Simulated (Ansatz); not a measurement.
Relaxation of BCl₂H₆NSi (11 atoms, charge 0, multiplicity 1), to a largest force component of 0.03 eV/Å in at most 50 steps.

The calculation used Ansatz, RKS revPBE-D4/6-31G*.

```xyz
11
Properties=species:S:1:pos:R:3:forces:R:3
B 0.103 -0.682 -0.066 -0.66 -1.50 0.86
Cl -0.625 1.359 2.108 -0.33 -0.71 0.11
H 1.208 -0.255 0.096 0.00 -0.03 -0.02
Cl -0.923 -0.051 -1.372 0.04 -0.03 0.02
N -0.431 -1.770 0.796 0.66 1.49 -1.03
H -1.363 -2.115 0.549 0.00 -0.01 0.00
Si 0.493 -2.628 2.047 -0.02 -0.03 0.00
H 0.594 -4.087 1.711 0.01 0.00 0.00
H 1.843 -1.997 2.105 0.01 0.00 -0.01
H -0.196 -2.499 3.372 -0.01 -0.01 0.03
H -0.987 0.076 1.968 0.29 0.82 0.04
```

Question: Where does it end, and by what steps?

Answer: The forces met the threshold. After 12 steps the energy has fallen by 0.202 eV; Cl2 moved furthest, 0.85 Å.

```
step  energy less start (eV)  largest force component (eV/Å)  accepted
   0                  0.0000                           1.498       yes
   1                 -0.0930                           0.909       yes
   2                 -0.1095                           1.297       yes
   3                 -0.1571                           0.695       yes
   4                 -0.1779                           0.494       yes
   5                 -0.1902                           0.333       yes
   6                 -0.1958                           0.178       yes
   7                 -0.1796                           0.394        no
   8                 -0.1998                           0.055       yes
   9                 -0.2010                           0.042       yes
  10                 -0.2020                           0.049       yes
  11                 -0.2018                           0.077        no
  12                 -0.2023                           0.029       yes
```

```xyz
11
Properties=species:S:1:pos:R:3
B 0.181 -0.856 -0.261
Cl -1.056 1.070 2.786
H 1.359 -0.629 -0.278
Cl -0.833 -0.245 -1.587
N -0.416 -1.572 0.815
H -1.416 -1.782 0.717
Si 0.490 -2.504 2.050
H 0.573 -3.947 1.657
H 1.851 -1.899 2.125
H -0.235 -2.390 3.353
H -0.780 0.103 1.937
```

The run took 33 s on 2 threads of Arm Neoverse V1, on a shared host, peak memory 0.15 GiB.
